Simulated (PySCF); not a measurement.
B3LYP has the VWN-RPA correlation part, as in Gaussian. 

# CH₆OSi, SMILES `CO[SiH3]` (charge 0, multiplicity 1)

Computed with PySCF 2.14.0 with B3LYP-D3(BJ)/def2-TZVP.

The HOMO comes out as -7.95 eV and the dipole moment comes out as 1.14 D. The HOMO–LUMO gap comes out as 8.02 eV, the LUMO is 0.07 eV and the total energy comes out as -406.5452 Ha. The cost is roughly 25 core-seconds.

Bond lengths (Å): C1–O2 1.418, C1–H4 1.095, C1–H5 1.095, C1–H6 1.090, O2–Si3 1.645, Si3–H7 1.476, Si3–H8 1.486, Si3–H9 1.486. Bond angles (°): O2–C1–H4 111.4, O2–C1–H5 111.4, O2–C1–H6 108.0, H4–C1–H5 108.7, H4–C1–H6 108.6, H5–C1–H6 108.6, C1–O2–Si3 123.3, O2–Si3–H7 106.5, O2–Si3–H8 110.9, O2–Si3–H9 110.9, H7–Si3–H8 110.4, H7–Si3–H9 110.4, H8–Si3–H9 107.8.
Charge 0, spin multiplicity 1.
